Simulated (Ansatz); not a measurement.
CH₆AlNOSSi, relaxed with RKS PBE-D4/def2-SVP in Ansatz 0.2.0 from a rough embedded geometry. The force threshold is 0.03 eV/Å; the program also tests the step.

Charge 0, multiplicity 1. The bonds changed during the relaxation, so this is another structure than the one it started from.

Start:

```xyz
12

N    -1.892    0.679   -0.502
C    -1.134   -0.125   -1.434
Al    0.574   -0.570   -0.561
O     0.992   -1.581    0.988
Si    1.883   -0.391    1.823
S     2.230    0.865    0.131
H    -2.855    0.801   -0.995
H    -1.487    1.587   -0.462
H    -0.925    0.450   -2.418
H    -1.642   -1.064   -1.686
H     3.134   -0.961    2.289
H     1.122    0.308    2.826
```

**Question.** How much energy does the relaxation release, and in how many steps? (An estimate is asked.)

**Answer.** Ansatz gave: 1.12 eV, in 17 steps, 1 of them rejected.

**Question.** Which bonds change most? (Best estimate.)

**Answer.** The calculation gave: N1–Al3 from 2.765 to 2.038 Å; Al3–Si5 from 2.726 to 2.578 Å; Al3–O4 from 1.896 to 1.773 Å; N1–C2 from 1.446 to 1.543 Å.

**Question.** Give the relaxed structure. (An estimate is asked.)

**Answer.** Ansatz gave: 
```xyz
12

N    -1.529    0.683   -0.621
C    -0.974   -0.226   -1.737
Al    0.308   -0.132   -0.282
O     0.427   -1.158    1.159
Si    1.783   -0.393    1.816
S     2.107    1.078    0.226
H    -2.372    0.312   -0.164
H    -1.723    1.649   -0.916
H    -0.839    0.343   -2.675
H    -1.634   -1.095   -1.918
H     2.957   -1.321    1.974
H     1.488    0.261    3.140
```
